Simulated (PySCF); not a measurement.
Mapped SMILES: `[F:1][c:2]1[cH:3][cH:4][cH:5][c:6]([Cl:7])[n:8]1` (H(Xn): hydrogen on atom n).

GIAO PBE0/pcSseg-1 shifts (PySCF, gas phase, non-relativistic, equivalent atoms averaged), each against references optimised in the same way as the molecule (CFCl3, TMS, HCl, NH3).

On the GFN2-xTB geometry: F1 -64.6, C2 172.3, C6 161.9, C4 148.1, C5 126.4, C3 111.9, Cl7 307, N8 313.8, H(C4) 7.96, H(C5) 7.27, H(C3) 6.87 ppm.

**Question.** What changes on the PBE0-D3(BJ)/def2-SVP geometry?

**Answer.** 
| atoms | δ (ppm) | change |
| --- | --- | --- |
| F1 | -61.0 | +3.6 |
| C2 | 168.7 | -3.6 |
| C6 | 160.6 | -1.3 |
| C4 | 147.4 | -0.7 |
| C5 | 126.4 | +0.0 |
| C3 | 111.5 | -0.4 |
| Cl7 | 313 | +6 |
| N8 | 307.7 | -6.1 |
| H(C4) | 7.71 | -0.25 |
| H(C5) | 7.12 | -0.15 |
| H(C3) | 6.71 | -0.16 |

Unscaled 19F shifts against computed CFCl3 carry errors that often reach 10 to 50 ppm.

Bonds between heavy atoms that differ most (equivalent bonds averaged): C6–Cl7 1.712 → 1.731 Å, F1–C2 1.335 → 1.321 Å, C4–C5 1.386 → 1.393 Å, C2–C3 1.387 → 1.393 Å, C5–C6 1.389 → 1.395 Å. Mean change of bonds to hydrogen: C–H +0.013 Å.
